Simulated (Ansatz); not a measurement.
HfH2Cl2O2, closed shell: harmonic vibrations.

The input file, in.yaml:

```yaml
crystal:
  periodic: [false, false, false]
  atoms:
    - {symbol: Hf, position_ang: [-0.519298, 0.132514, 0.713513]}
    - {symbol: O, position_ang: [0.720494, -0.356104, -1.060617]}
    - {symbol: O, position_ang: [-1.813446, 0.782382, -0.281652]}
    - {symbol: H, position_ang: [0.329793, -0.034883, -1.881870]}
    - {symbol: Cl, position_ang: [0.732973, 1.822260, 1.842112]}
    - {symbol: Cl, position_ang: [-1.120505, -1.882717, 1.838467]}
    - {symbol: H, position_ang: [1.669989, -0.463453, -1.169854]}
basis:
  gaussian: {orbitals: def2-TZVP}
hamiltonian: {xc: pbe0, dispersion: d4}
phonons: {temperatures: {t_min: 298.15, t_max: 900, t_step: 200}}
```

Run by:

```bash
ansatz run in.yaml --threads 8 --pin off --events-out ev --progress --plain --max-ram 19148MiB
```

What Ansatz 0.2.0 printed:

```
Functional definition: PBE0
  name "PBE0"
  cite "Adamo & Barone, J. Chem. Phys. 110, 6158 (1999) doi:10.1063/1.478522"
  cite "Perdew, Burke & Ernzerhof, Phys. Rev. Lett. 77, 3865 (1996) doi:10.1103/PhysRevLett.77.3865"
  parent pbe
  parameter a = 0.25
  parameter kappa = 0.804
  parameter beta = 0.06672455060314922
  exchange = (1 - a)*pbe_x(kappa = kappa, mu = beta*pi^2/3) + a*exact_x
  correlation = pbe_c(beta = beta)
1319 factors; their error is unknown
mean field evaluation 1: about -30461.7136 eV, gradient 8.7e1 eV
mean field evaluation 2: about -30315.2696 eV, gradient 2.4e2 eV
mean field evaluation 4: about -30474.0960 eV, gradient 2.2e1 eV
mean field evaluation 8: about -30474.8383 eV, gradient 2.3e-1 eV
mean field evaluation 16: about -30474.9284 eV, gradient 3.5e-4 eV
mean field -30474.92836088 eV, -1119.9329606138 hartree, gradient 4.0e-5 eV, S^2 0.000000; 0 other end points of the search recorded, 0 dependent functions left out
the calculation of the forces begins
reference -30474.92839453 eV, -1119.9329618507 hartree; 32, 32 occupied and 156, 156 virtual orbitals, 1319 factors
these checks for a lower state are left out or cut short: stability, starts, cluster_reference, orbital_swaps, neighbouring_geometries, increment
1319 factors; their error is unknown
Total energy: -30475.07281104 eV, -1119.9382690594 hartree
Atom 0 at    -0.519298     0.132514     0.713513 Å, force    -0.000544    -0.000227     0.000060 eV/Å
Atom 1 at     0.720494    -0.356104    -1.060617 Å, force     0.001007    -0.000227     0.000961 eV/Å
Atom 2 at    -1.813446     0.782382    -0.281652 Å, force    -0.000307     0.000211    -0.000161 eV/Å
Atom 3 at     0.329793    -0.034883    -1.881870 Å, force    -0.001082     0.000664    -0.000756 eV/Å
Atom 4 at     0.732973     1.822260     1.842112 Å, force     0.000175    -0.000325    -0.000385 eV/Å
Atom 5 at    -1.120505    -1.882717     1.838467 Å, force     0.000229     0.000135     0.000033 eV/Å
Atom 6 at     1.669989    -0.463453    -1.169854 Å, force     0.000522    -0.000232     0.000248 eV/Å
Dipole moment:     1.116828    -0.349606    -0.969797 e Å
Vibrations: 47.62 68.61 90.48 142.61 180.50 205.17 333.84 346.50 372.02 379.04 559.87 934.19 1610.76 3812.05 3913.89 cm⁻¹, zero-point energy 0.805718 eV

[the SCF lines of later steps are left out]
```

Hardware: 8 CPU threads of an AMD EPYC 9R45, shared host. Wall time about 24 s.
